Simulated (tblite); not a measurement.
Species: C₄H₁₁FO₂Si.
Geometry (GFN2-xTB, Å), atoms numbered from 1 in this order:
```xyz
19
C4H11FO2Si angstrom
C      2.1458   -1.2653    0.7216
O      0.9182   -0.5597    0.7779
C      0.7479    0.3874   -0.1911
F      0.8099   -0.1936   -1.4460
C     -0.6259    1.0420    0.0079
C     -0.8715    2.1166   -1.0469
O     -1.6435    0.1078   -0.0388
Si    -1.6804   -1.4435    0.4462
H      2.1310   -1.9565    1.5600
H      2.2365   -1.8201   -0.2152
H      2.9885   -0.5723    0.8182
H      1.5539    1.1454   -0.1884
H     -0.5979    1.4930    1.0134
H     -0.1207    2.8993   -0.9784
H     -0.8375    1.6662   -2.0356
H     -1.8562    2.5483   -0.8934
H     -0.8489   -2.3415   -0.3545
H     -3.0968   -1.6549    0.1683
H     -1.3620   -1.5893    1.8673
```

Computed values, GFN2-xTB/tblite, gas phase, harmonic and unscaled. Against measured fundamentals such values can be off by several per cent, at times by over 20. Modes of hydrogen on silicon can be 10 to 20 % off. One conformer, not necessarily the lowest.

Harmonic wavenumbers (cm⁻¹): 73.9, 79.7, 98.3, 138.8, 180.0, 194.3, 207.8, 249.5, 275.2, 316.2, 347.5, 466.6, 549.6, 609.5, 640.8, 703.4, 755.2, 785.4, 813.4, 837.3, 882.7, 948.3, 995.6, 1023.5, 1082.9, 1116.5, 1123.0, 1135.0, 1175.3, 1204.8, 1274.4, 1292.8, 1315.6, 1319.0, 1395.6, 1396.2, 1456.8, 1470.1, 1473.9, 1487.2, 2231.2, 2251.9, 2297.1, 2822.1, 2848.6, 2933.8, 2970.8, 3039.8, 3045.4, 3049.3, 3055.4.

A = 1873, B = 1617, C = 1047 MHz; mass 138.051 u (most abundant isotopes); point group C1, symmetry number 1.

Problem. What is the zero-point energy?

Solution. Half the sum of the wavenumbers: 31718 cm⁻¹ = 90.69 kcal/mol.

Problem. What is S at 350 K and 1 bar for an ideal gas of classical rigid rotors and harmonic oscillators?

Solution. Translation 41.50, rotation 29.48, vibration 36.43: S = 107.4 cal/(mol K).

Problem. And Cp and H(350 K) − H(0)?

Solution. Cp = 45.35 cal/(mol K), of which vibrations give 37.40 (their classical limit is 51 R = 101.3); H(350 K) − H(0) = 9.56 kcal/mol without the zero-point energy, 6.78 from vibrations.

Problem. How do the functions run with temperature in this model?

Solution. 
```tsv
T (K)	S (cal/(mol K))	Cp (cal/(mol K))	H − H(0) (kcal/mol)	G − H(0) (kcal/mol)	ln q(vib)
150	78.6	25.6	2.48	-9.31	2.90
250	93.9	35.4	5.52	-17.96	5.77
298.15	100.6	40.2	7.34	-22.64	7.14
400	113.8	50.1	11.95	-33.57	9.97
600	137.2	65.4	23.59	-58.72	15.37
900	166.7	80.2	45.62	-104.45	22.90
```

q(vib) and H(0) count from the zero-point level.

Problem. Which modes carry the vibrational entropy at 350 K?

Solution. 73.9 cm⁻¹: 4.36; 79.7 cm⁻¹: 4.21; 98.3 cm⁻¹: 3.80; 138.8 cm⁻¹: 3.13; 180.0 cm⁻¹: 2.63; 194.3 cm⁻¹: 2.49 cal/(mol K); the other 45 give 15.81 together.

Problem. What must be added to the electronic energy to get the Gibbs energy at 350 K and 1 bar?

Solution. ZPE + [H(350 K) − H(0)] − T·S = 90.69 + 9.56 − 37.60 = 62.65 kcal/mol.

Problem. Blend soft modes into free rotors: weight 1/[1 + (100 cm⁻¹/ν̃)⁴] for the oscillator and the rest for a rotor with moment μB/(μ + B), μ = h/(8π²ν), B = 10⁻⁴⁴ kg m². What vibrational entropy results?

Solution. 34.42 cal/(mol K) in place of 36.43, which changes −T·S at 350 K by +0.70 kcal/mol.

Hindered rotation and anharmonicity are outside this model. Other conformers, if any are populated, would add a mixing term that is left out. The structure is chiral; the term R ln 2 for an equal mix with its mirror image is left out.

Hardware: an Arm Neoverse V1 with one thread, no GPU, shared host. Cost: 0.69 s of wall time. This covers the Hessian and the dipole derivatives.
